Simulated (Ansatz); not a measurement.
Species: C$_{3}$H$_{9}$Ga, SMILES `[CH3][Ga]([CH3])[CH3]` (charge 0, multiplicity 1), formula C₃H₉Ga.

### Question
How many basis functions does frozen-core CCSD(T)/cc-pVTZ // B3LYP-D3(BJ)/def2-TZVP (Ansatz, a first-principles code) use, how many core orbitals are frozen, and how many electrons are correlated?

### Answer
259 basis functions and 12 frozen orbitals, which leaves 34 correlated electrons (filled d shells below the valence shell are correlated). Core time is of the order of minutes.
